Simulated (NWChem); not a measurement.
System: C$_{2}$H$_{8}$Sn; SMILES [CH3][SnH2][CH3]

Here is an NWChem input.

```
start job
memory heap 200 mb stack 900 mb global 1100 mb
geometry units angstroms
  Sn     0.006033     0.209072    -0.112553
  C      1.722669    -1.077648     0.156565
  C     -1.772630    -0.645477     0.771082
  H      0.309019     1.720006     0.549648
  H     -0.244632     0.500654    -1.745144
  H      1.545180    -2.041281    -0.306621
  H      2.609016    -0.638147    -0.283473
  H      1.912114    -1.234167     1.212054
  H     -2.627433     0.002982     0.625415
  H     -1.994136    -1.603801     0.315706
  H     -1.627464    -0.796655     1.834428
end
basis spherical
  * library def2-svp
end
ecp
  Sn library def2-ecp
end
dft
  xc pbe0
  iterations 150
end
driver
  maxiter 120
end
task dft optimize
dft
  grid fine
  convergence energy 1d-8 density 1d-7
end
task dft freq numerical
```

Excerpt of the output:

```
             Northwest Computational Chemistry Package (NWChem) 7.3.0
             --------------------------------------------------------

 C2  symmetry detected

                             Geometry "geometry" -> ""
                             -------------------------

 Output coordinates in angstroms (scale by  1.889725989 to convert to a.u.)

  No.       Tag          Charge          X              Y              Z
 ---- ---------------- ---------- -------------- -------------- --------------
    1 Sn                  50.0000     0.00000000     0.00000000     0.30204207
    2 C                    6.0000    -1.78756234    -0.00063050    -0.91427612
    3 C                    6.0000     1.78756234     0.00063050    -0.91427612
    4 H                    1.0000    -0.00019145     1.32847835     1.32593881
    5 H                    1.0000     0.00019145    -1.32847835     1.32593881
    6 H                    1.0000    -1.80982815    -0.87990666    -1.54752970
    7 H                    1.0000    -2.67663022     0.00557867    -0.29627484
    8 H                    1.0000    -1.81044895     0.87862910    -1.54752930
    9 H                    1.0000     2.67663022    -0.00557867    -0.29627484
   10 H                    1.0000     1.81044895    -0.87862910    -1.54752930
   11 H                    1.0000     1.80982815     0.87990666    -1.54752970

 Effective nuclear repulsion energy (a.u.)     273.0044241528

      Symmetry information
      --------------------

 Group name             C2
 Group number              4
 Group order               2
 No. of unique centers     6

                                Z-matrix (autoz)
                                --------

 Units are Angstrom for bonds and degrees for angles

      Type          Name      I     J     K     L     M      Value
      ----------- --------  ----- ----- ----- ----- ----- ----------
    1 Stretch                  1     2                       2.16213
    2 Stretch                  1     3                       2.16213
    3 Stretch                  1     4                       1.67727
    4 Stretch                  1     5                       1.67727
    5 Stretch                  2     6                       1.08380
    6 Stretch                  2     7                       1.08278
    7 Stretch                  2     8                       1.08380
    8 Stretch                  3     9                       1.08278
    9 Stretch                  3    10                       1.08380
   10 Stretch                  3    11                       1.08380
   11 Bend                     1     2     6               110.23771
   12 Bend                     1     2     7               110.96323
   13 Bend                     1     2     8               110.23773
   14 Bend                     1     3     9               110.96323
   15 Bend                     1     3    10               110.23773
   16 Bend                     1     3    11               110.23771
   17 Bend                     2     1     3               111.53460
   18 Bend                     2     1     4               110.09342
   19 Bend                     2     1     5               110.07676
   20 Bend                     3     1     4               110.07676
   21 Bend                     3     1     5               110.09342
   22 Bend                     4     1     5               104.75504
   23 Bend                     6     2     7               108.73969
   24 Bend                     6     2     8               108.44222
   25 Bend                     7     2     8               108.14930
   26 Bend                     9     3    10               108.14930
   27 Bend                     9     3    11               108.73969
   28 Bend                    10     3    11               108.44222
   29 Torsion                  2     1     3     9        -179.63038
   30 Torsion                  2     1     3    10         -59.84375
   31 Torsion                  2     1     3    11          59.84373
   32 Torsion                  3     1     2     6          59.84373
   33 Torsion                  3     1     2     7        -179.63038
   34 Torsion                  3     1     2     8         -59.84375
   35 Torsion                  4     1     2     6        -177.65545
   36 Torsion                  4     1     2     7         -57.12956
   37 Torsion                  4     1     2     8          62.65707
   38 Torsion                  4     1     3     9          57.85924
   39 Torsion                  4     1     3    10         177.64588
   40 Torsion                  4     1     3    11         -62.66665
   41 Torsion                  5     1     2     6         -62.66665
   42 Torsion                  5     1     2     7          57.85924
   43 Torsion                  5     1     2     8         177.64588
   44 Torsion                  5     1     3     9         -57.12956
   45 Torsion                  5     1     3    10          62.65707
   46 Torsion                  5     1     3    11        -177.65545

                           NWChem Geometry Optimization
                           ----------------------------

 maximum gradient threshold         (gmax) =   0.000450
 rms gradient threshold             (grms) =   0.000300
 maximum cartesian step threshold   (xmax) =   0.001800
 rms cartesian step threshold       (xrms) =   0.001200
 fixed trust radius                (trust) =   0.300000
 source of zmatrix                         =   autoz

          -------------------
          Energy Minimization
          -------------------

 Using diagonal initial Hessian
 Scaling for Hessian diagonals: bonds = 1.00  angles = 0.25  torsions = 0.10

          --------
          Step   0

                                 NWChem DFT Module
                                 -----------------

 Summary of "ao basis" -> "ao basis" (spherical)
 ------------------------------------------------------------------------------
       Tag                 Description            Shells   Functions and Types
 ---------------- ------------------------------  ------  ---------------------
 Sn                         def2-svp                10       26   4s4p2d
 C                          def2-svp                 6       14   3s2p1d
 H                          def2-svp                 3        5   2s1p

      Symmetry analysis of basis
      --------------------------

        a          48
        b          46

            General Information
            -------------------
          SCF calculation type: DFT
          Wavefunction type:  closed shell.
          No. of atoms     :    11
          No. of electrons :    42
           Alpha electrons :    21
            Beta electrons :    21
          Charge           :     0
          Spin multiplicity:     1
          Use of symmetry is: on ; symmetry adaption is: on
          Maximum number of iterations: 150
          AO basis - number of functions:    94
                     number of shells:    46
          Convergence on energy requested:  1.00D-06
          Convergence on density requested:  1.00D-05
          Convergence on gradient requested:  5.00D-04

              XC Information
              --------------
                         PBE0 Method XC Functional
                     Hartree-Fock (Exact) Exchange  0.250
          PerdewBurkeErnzerhof Exchange Functional  0.750
            Perdew 1991 LDA Correlation Functional  1.000 local
           PerdewBurkeErnz. Correlation Functional  1.000 non-local

[...]

      ----------------------
      Optimization converged
      ----------------------

  Step       Energy      Delta E   Gmax     Grms     Xrms     Xmax
  ---- ---------------- -------- -------- -------- -------- --------
@    4    -295.13896787 -6.5D-07  0.00009  0.00003  0.00056  0.00152
                                     ok       ok       ok       ok

                                Z-matrix (autoz)
                                --------

 Units are Angstrom for bonds and degrees for angles

      Type          Name      I     J     K     L     M      Value     Gradient
      ----------- --------  ----- ----- ----- ----- ----- ---------- ----------
    1 Stretch                  1     2                       2.15456    0.00000
    2 Stretch                  1     3                       2.15456    0.00000
    3 Stretch                  1     4                       1.72035    0.00009
    4 Stretch                  1     5                       1.72035    0.00009
    5 Stretch                  2     6                       1.09935   -0.00004
    6 Stretch                  2     7                       1.09912   -0.00003
    7 Stretch                  2     8                       1.09935   -0.00005
    8 Stretch                  3     9                       1.09912   -0.00003
    9 Stretch                  3    10                       1.09935   -0.00005
   10 Stretch                  3    11                       1.09935   -0.00004
   11 Bend                     1     2     6               110.11251   -0.00000
   12 Bend                     1     2     7               110.34694    0.00001
   13 Bend                     1     2     8               110.11007   -0.00000
   14 Bend                     1     3     9               110.34694    0.00001
   15 Bend                     1     3    10               110.11007   -0.00000
   16 Bend                     1     3    11               110.11251   -0.00000
   17 Bend                     2     1     3               110.24517   -0.00001
   18 Bend                     2     1     4               109.55177    0.00001
   19 Bend                     2     1     5               109.56139    0.00001
   20 Bend                     3     1     4               109.56139    0.00001
   21 Bend                     3     1     5               109.55177    0.00001
   22 Bend                     4     1     5               108.33932   -0.00003
   23 Bend                     6     2     7               108.72551   -0.00001
   24 Bend                     6     2     8               108.78164    0.00001
   25 Bend                     7     2     8               108.72227   -0.00001
   26 Bend                     9     3    10               108.72227   -0.00001
   27 Bend                     9     3    11               108.72551   -0.00001
   28 Bend                    10     3    11               108.78164    0.00001
   29 Torsion                  2     1     3     9        -179.89046   -0.00000
   30 Torsion                  2     1     3    10         -59.86723   -0.00000
   31 Torsion                  2     1     3    11          60.08071    0.00000
   32 Torsion                  3     1     2     6          60.08071    0.00000
   33 Torsion                  3     1     2     7        -179.89046   -0.00000
   34 Torsion                  3     1     2     8         -59.86723   -0.00000
   35 Torsion                  4     1     2     6        -179.27663    0.00002
   36 Torsion                  4     1     2     7         -59.24781    0.00001
   37 Torsion                  4     1     2     8          60.77542    0.00001
   38 Torsion                  4     1     3     9          59.47266   -0.00001
   39 Torsion                  4     1     3    10         179.49589   -0.00001
   40 Torsion                  4     1     3    11         -60.55616   -0.00001
   41 Torsion                  5     1     2     6         -60.55616   -0.00001
   42 Torsion                  5     1     2     7          59.47266   -0.00001
   43 Torsion                  5     1     2     8         179.49589   -0.00001
   44 Torsion                  5     1     3     9         -59.24781    0.00001
   45 Torsion                  5     1     3    10          60.77542    0.00001
   46 Torsion                  5     1     3    11        -179.27663    0.00002

                         Geometry "geometry" -> "geometry"
                         ---------------------------------

 Output coordinates in angstroms (scale by  1.889725989 to convert to a.u.)

[...]

 Rotational Constants
 --------------------
 A=   0.326128 cm-1  (  0.469214 K)
 B=   0.154231 cm-1  (  0.221899 K)
 C=   0.114906 cm-1  (  0.165320 K)

 Temperature                      =   298.15K
 frequency scaling parameter      =   1.0000

 Zero-Point correction to Energy  =   53.576 kcal/mol  (  0.085379 au)
 Thermal correction to Energy     =   57.778 kcal/mol  (  0.092076 au)
 Thermal correction to Enthalpy   =   58.371 kcal/mol  (  0.093019 au)

 Total Entropy                    =   79.657 cal/mol-K
   - Translational                =   40.908 cal/mol-K (mol. weight = 149.9644)
   - Rotational                   =   23.750 cal/mol-K (symmetry #  =        2)
   - Vibrational                  =   15.000 cal/mol-K

 Cv (constant volume heat capacity) =   22.481 cal/mol-K
   - Translational                  =    2.979 cal/mol-K
   - Rotational                     =    2.979 cal/mol-K
   - Vibrational                    =   16.522 cal/mol-K

[normal modes left out]

 ----------------------------------------------------------------------------
 Normal Eigenvalue ||           Projected Infra Red Intensities
  Mode   [cm**-1]  || [atomic units] [(debye/angs)**2] [(KM/mol)] [arbitrary]
 ------ ---------- || -------------- ----------------- ---------- -----------
    1       -0.000 ||    0.000193           0.004         0.189       0.068
    2       -0.000 ||    0.000167           0.004         0.163       0.059
    3       -0.000 ||    0.000000           0.000         0.000       0.000
    4        0.000 ||    0.000012           0.000         0.012       0.004
    5        0.000 ||    0.000116           0.003         0.113       0.041
    6        0.000 ||    0.000215           0.005         0.209       0.075
    7       91.598 ||    0.000000           0.000         0.000       0.000
    8       93.807 ||    0.000015           0.000         0.014       0.005
    9      136.158 ||    0.001248           0.029         1.217       0.438
   10      340.908 ||    0.023686           0.546        23.090       8.318
   11      484.198 ||    0.000000           0.000         0.000       0.000
   12      521.142 ||    0.011657           0.269        11.364       4.094
   13      527.168 ||    0.080324           1.853        78.304      28.207
   14      563.596 ||    0.027705           0.639        27.009       9.729
   15      726.434 ||    0.106476           2.456       103.798      37.390
   16      755.584 ||    0.126355           2.915       123.177      44.371
   17      784.494 ||    0.000000           0.000         0.000       0.000
   18      785.631 ||    0.089143           2.057        86.901      31.304
   19      792.539 ||    0.036948           0.852        36.019      12.975
   20     1211.597 ||    0.003040           0.070         2.964       1.068
   21     1217.113 ||    0.001021           0.024         0.995       0.358
   22     1431.644 ||    0.000000           0.000         0.000       0.000
   23     1432.055 ||    0.001698           0.039         1.655       0.596
   24     1436.187 ||    0.002617           0.060         2.551       0.919
   25     1439.670 ||    0.006139           0.142         5.985       2.156
   26     1912.760 ||    0.159929           3.690       155.906      56.161
   27     1912.948 ||    0.236843           5.464       230.886      83.171
   28     3072.031 ||    0.005092           0.117         4.964       1.788
   29     3072.136 ||    0.008895           0.205         8.671       3.124
   30     3187.246 ||    0.000000           0.000         0.000       0.000
   31     3187.410 ||    0.005856           0.135         5.709       2.057
   32     3189.308 ||    0.001463           0.034         1.426       0.514
   33     3189.377 ||    0.002877           0.066         2.804       1.010
 ----------------------------------------------------------------------------
```

Level: PBE0/def2-SVP with def2 effective core potentials on Sn. def2 effective core potentials on Sn; no spin-orbit coupling.
